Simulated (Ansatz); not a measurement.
Ge₃H₁₄Si₃, SMILES `[SiH3][GeH2][SiH2][GeH2][SiH2][GeH3]`, relaxed with RKS PBE0-D4/def2-TZVP in Ansatz from a GFN2-xTB geometry. The force threshold is 0.005 eV/Å; the program also tests the step.

The species carries charge 0 and has multiplicity 1.

Start:

```xyz
20

Si    0.413   -2.717    0.382
Ge   -0.284   -1.758   -1.641
Si    0.166    0.450   -2.306
Ge   -0.963    1.940   -0.877
Si   -0.978    1.611    1.450
Ge    1.160    1.050    2.210
H    -0.092   -1.920    1.507
H     1.874   -2.747    0.459
H    -0.082   -4.086    0.532
H     0.134   -2.677   -2.776
H    -1.788   -1.950   -1.747
H     1.609    0.706   -2.199
H    -0.193    0.685   -3.708
H    -0.500    3.355   -1.168
H    -2.407    2.079   -1.320
H    -1.456    2.785    2.186
H    -1.889    0.509    1.782
H     2.020    2.202    2.648
H     1.222    0.122    3.389
H     2.036    0.362    1.195
```

Problem. By how much does the energy fall, and how many steps does the optimiser take? (Best estimate.)

Solution. The calculation gave: 0.37 eV, in 15 steps.

Problem. Which bonds change most? (An estimate is asked.)

Solution. Ansatz gave: Si5–Ge6 from 2.337 to 2.379 Å; Si1–Ge2 from 2.344 to 2.380 Å; Ge6–H19 from 1.501 to 1.538 Å; Ge6–H18 from 1.502 to 1.539 Å.

Problem. Give the relaxed structure. (Best estimate.)

Solution. The calculation gave: 
```xyz
20

Si    0.391   -2.689    0.335
Ge   -0.488   -1.775   -1.679
Si    0.269    0.440   -2.128
Ge   -0.991    2.029   -0.881
Si   -0.993    1.434    1.423
Ge    1.250    1.115    2.152
H    -0.085   -1.924    1.517
H     1.877   -2.645    0.302
H    -0.046   -4.104    0.478
H    -0.079   -2.698   -2.845
H    -2.028   -1.777   -1.614
H     1.707    0.553   -1.758
H     0.142    0.724   -3.584
H    -0.379    3.433   -1.049
H    -2.434    2.072   -1.421
H    -1.644    2.491    2.245
H    -1.762    0.171    1.593
H     1.989    2.465    2.165
H     1.312    0.506    3.562
H     1.993    0.178    1.185
```
